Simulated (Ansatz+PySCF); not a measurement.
singlet BF₃: levels of theory in one basis

```xyz
4

B     0.0000    0.0000    0.0000
F     1.2055    0.0000    0.0000
F    -0.6028    1.0440    0.0000
F    -0.6028   -1.0440    0.0000
```

Basis set: def2-SVP (spherical functions). Left uncorrelated: 4 orbitals. Charge 0, multiplicity 1.

Computed with Ansatz (development build ahead of 0.2.0); each method stands on the lowest determinant of its kind that the runs found.

```
  method  E − E(RHF) (eV)  <S²> of the determinant
     RHF             0.00                     0.00
 RHF-MP2           -16.76                        –
RHF-CCSD           -17.00                        –
```

(1) What does RHF-CCSD(T) give on the same scale?

(2) Is a single determinant a sound starting point here?

## Answers

(1) -17.25 eV.

(2) By this sign, yes. Unrestricted orbitals gain 0.00 eV and <S²> is 0.00 against 0.00 for a pure state.
